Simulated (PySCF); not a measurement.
C₂H₆Ga, SMILES [CH3][Ga][CH3], multiplicity 2. Atoms are numbered in the order given.

```xyz
9

Ga     0.1534     0.3409     0.2466
C      0.8701     0.1478    -1.6318
H      0.8774    -0.9247    -1.8940
H      1.8821     0.5564    -1.7587
H      0.1816     0.6641    -2.3234
C     -1.7058    -0.3693     0.5898
H     -1.7203    -1.4448     0.3410
H     -2.4079     0.1478    -0.0875
H     -2.0414    -0.2351     1.6274
```
Charge 0, spin multiplicity 2.

The structure is a stationary point at B3LYP-D3(BJ)/def2-SVP. The multiplicity is an assumed one; other spin states were not compared. The isomer is the one that the SMILES or the coordinates give; other isomers of the formula were not compared.

The numbers are results of PySCF 2.14.0 with TDA-LC-ωPBE/def2-SVPD, not measurements.

Vertical excitations. Isolated molecule, no solvent.

Computed lowest excited states:
```
state    energy (eV)  λ (nm)      f                              main pairs
-------  -----------  ------  -----  --------------------------------------
root 1          2.21     560  0.025                        α HOMO→LUMO 97 %
root 2          4.40     282  0.033                        β HOMO→LUMO 88 %
root 3          5.12     242  0.000  α HOMO−1→LUMO 50 %, β HOMO→LUMO+1 45 %
root 4          5.15     241  0.018                      α HOMO→LUMO+1 95 %
root 5          5.44     228  0.186                      α HOMO→LUMO+2 85 %
root 6          5.50     225  0.000  α HOMO−1→LUMO 45 %, β HOMO→LUMO+1 51 %
root 7          5.61     221  0.156                      α HOMO→LUMO+3 85 %
root 8          6.90     180  0.004                      α HOMO→LUMO+4 87 %
root 9          6.92     179  0.028                      α HOMO→LUMO+5 86 %
root 10         7.19     173  0.000                      α HOMO→LUMO+6 93 %
```
Unrestricted roots are not spin-pure.
